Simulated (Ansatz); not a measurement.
Basis sets compared for the cluster Sr₂S₃. Total charge 0; singlet. Geometry B3LYP-D4/def2-SVP. Ansatz on 4 threads of Arm Neoverse V2 on a shared host; times are rough, and most runs start from earlier orbitals.

```xyz
5

Sr    1.5839   -0.3683    0.8526
Sr   -1.2460   -0.0949   -1.3454
S     1.0620   -1.4577   -1.5489
S    -0.2308    1.8291    0.5251
S    -1.1691    0.0917    1.5166
```

In the def2 sets Sr takes a core potential; there is no spin–orbit coupling. The structure comes from a short search, and lower isomers may exist.

Binding counts from free atoms (Sr singlet, S triplet) in the same basis, without a counterpoise term.

```csv
level,functions,energy (Eh),HOMO (eV),LUMO (eV),binding per atom (eV),wall time
PBE-D4/def2-SVP,100,-1255.3450,-4.06,-2.00,3.25,1.2 s
PBE-D4/def2-TZVP,177,-1255.7726,-4.09,-1.99,3.21,1.9 s
r2SCAN-D4/def2-TZVP,177,-1256.2280,-4.19,-1.44,3.26,5.5 s
PBE0-D4/def2-SVP,100,-1255.4290,-4.99,-1.47,3.16,1.9 s
PBE0-D4/def2-TZVP (with forces),177,-1255.8512,-5.01,-1.46,3.13,4.7 s
```

(1) Estimate the rows for PBE-D4/def2-TZVPD, r2SCAN-D4/def2-TZVPD, PBE0-D4/def2-TZVPD.

Results:

(1) 
```tsv
level	functions	energy (Eh)	HOMO (eV)	LUMO (eV)	binding per atom (eV)	wall time
PBE-D4/def2-TZVPD	204	-1255.7744	-4.10	-1.99	3.21	2.6 s
r2SCAN-D4/def2-TZVPD	204	-1256.2299	-4.19	-1.43	3.27	6.5 s
PBE0-D4/def2-TZVPD	204	-1255.8532	-5.01	-1.45	3.13	3.9 s
```
